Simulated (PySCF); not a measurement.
H3O3Si, SMILES O[Si](O)O, multiplicity 2. Atoms are numbered in the order given.

```xyz
7

O     -0.7079    -1.3814    -0.2238
Si     0.0000     0.0000     0.3731
O     -0.8424     1.3038    -0.2238
O      1.5503     0.0776    -0.2238
H     -1.6211    -1.5340     0.0490
H     -0.5179     2.1709     0.0490
H      2.1390    -0.6370     0.0490
```
Charge 0, spin multiplicity 2.

Geometry optimised at r2SCAN-D4/def2-SVP. The isomer is the one that the SMILES or the coordinates give; other isomers of the formula were not compared. Other conformers were not sampled.

Computed with r2SCAN-D4/def2-SVP (PySCF 2.14.0).

Frequencies are harmonic and unscaled.

Modes within 1.5 cm⁻¹ of each other (mostly degenerate sets) share a row, with their intensities summed.

| mode | ν (cm⁻¹) | IR (km/mol) | moving atoms (share of kinetic energy) |
|---|---|---|---|
| 1–2 | 146 | 121.7 | H 81 %, O 15 % |
| 3 | 261 | 207.4 | H 94 % |
| 4–5 | 307 | 16.3 | O 68 %, H 23 %, Si 9 % |
| 6 | 387 | 46.9 | O 55 %, Si 41 % |
| 7–8 | 770 | 463.8 | H 72 %, O 26 % |
| 9 | 779 | 1.1 | O 52 %, H 37 %, Si 11 % |
| 10 | 801 | 127.2 | H 56 %, O 33 %, Si 11 % |
| 11–12 | 935 | 235.3 | Si 45 %, O 41 %, H 15 % |
| 13–14 | 3873 | 304.1 | H 94 % |
| 15 | 3874 | 3.7 | H 94 % |
